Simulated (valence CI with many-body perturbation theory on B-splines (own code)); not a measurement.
Results of a calculation; reference values are marked as such.
# Basis-set convergence for Pr36+

Level of theory: valence CI with perturbative core correlation (CI+MBPT): five valence electrons over a frozen Dirac-Fock core [Ar], radial functions for each j: 7 s, 7 p, 8 d, 6 f, 4 g, 1 h, with the one-electron correlation potential Σ1 (screened to all orders), the two-electron term Σ2, the three-electron term Σ3, Breit, model QED; selected single and double excitations, second order for the rest, scaled by the run's own slope (own B-spline code, finite nucleus).

The last digits are not significant, and no measured levels were compared; by estimate large intervals hold to a few tenths of a per cent, small ones and those within an open d or f shell to about a per cent. Among the levels kept, up to 650 cm⁻¹ of a level comes from second order outside the variational space, and about a tenth of that is noise between levels of different J, which matters for small intervals. Only levels of the ground parity were solved; by the run's estimate the other parity begins above the list, which can be wrong where configurations are misplaced.

The reference run has the lowest level (3d3/2^4 3d5/2) J=5/2 and an ionisation energy of 2501.06 eV. Its largest variational space holds 20417 state functions.

Levels are named by their leading jj configuration (3d3/2^4 stands for four electrons in 3d with j = 3/2), which in mixed levels can hold well under half, so a name can repeat and another be missing. Letters in brackets count levels of one name in rising energy.

Changed runs:
A. basis 6 s, 6 p, 5 d, 5 f, 1 g
B. basis 5 s, 5 p, 4 d, 4 f

Excitation energies of the reference run in cm⁻¹, and shifts in cm⁻¹:

```tsv
Level	Reference	A	B
(3d3/2^3 3d5/2^2) J=5/2 [a]	129567	-53	+63
(3d3/2^3 3d5/2^2) J=7/2 [a]	202273	+108	+705
(3d3/2^3 3d5/2^2) J=3/2 [a]	209037	+88	+609
(3d3/2^3 3d5/2^2) J=11/2	212313	+135	+698
(3d3/2^3 3d5/2^2) J=9/2	236501	+119	+887
(3d3/2^3 3d5/2^2) J=5/2 [b]	247592	+85	+854
(3d3/2^3 3d5/2^2) J=1/2	257704	+103	+775
(3d3/2^3 3d5/2^2) J=7/2 [b]	286142	+245	+1349
(3d3/2^2 3d5/2^3) J=5/2 [a]	328593	+68	+544
(3d3/2^3 3d5/2^2) J=3/2 [b]	350380	+288	+1295
(3d3/2^2 3d5/2^3) J=7/2 [a]	365578	+23	+698
(3d3/2^2 3d5/2^3) J=11/2	372090	+69	+652
Ionisation energy (eV)	2501.06	-0.10	-0.16
```
